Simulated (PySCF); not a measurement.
Si(Cl)2(F)(SH) (Cl2FHSSi), SMILES F[Si](S)(Cl)Cl. Atoms are numbered in the order given.

```xyz
6

F     -0.4665     0.4635     1.7461
Si    -0.0644     0.0608     0.2361
S      1.7746    -0.9888     0.1744
Cl    -1.5068    -1.1884    -0.4971
Cl    -0.0102     1.8183    -0.8192
H      2.4961     0.0896     0.5654
```
Charge 0, spin multiplicity 1.

Geometry optimised at B3LYP-D3(BJ)/def2-SVP. The structure was generated by enumeration, and PubChem lists no compound with its InChIKey, so it may never have been made. The values are those of a single conformer.

Two levels are set side by side: PBE/pcSseg-1 (PySCF) and B3LYP/pcSseg-1 (PySCF). GIAO shifts against CFCl3 (¹⁹F), H2S (³³S), HCl (³⁵Cl), TMS (²⁹Si), TMS (¹H) at the same level; non-relativistic, no solvent, atoms listed together averaged. Without spin–orbit terms, shifts of atoms bonded to Cl or Br come out too high at both levels. Differences are taken from unrounded values.

| quantity | PBE |
|---|---|
| δ(¹⁹F) of F1 (ppm) | -91.9 |
| δ(²⁹Si) of Si2 (ppm) | 15.0 |
| δ(³³S) of S3 (ppm) | 105.5 |
| δ(¹H) of H6 (ppm) | 1.93 |

These are the PBE values. What does B3LYP give? (The exact figures need the calculation; the answer reports its results.)


```
quantity              B3LYP  PBE minus B3LYP
--------------------  -----  ---------------
δ(¹⁹F) of F1 (ppm)    -87.1             -4.8
δ(²⁹Si) of Si2 (ppm)   14.9              0.1
δ(³³S) of S3 (ppm)     90.7             14.9
δ(¹H) of H6 (ppm)      1.81             0.13
```

Rough cost on one machine, each run with all the roots and properties that it gave: B3LYP against PBE within a factor of 2.
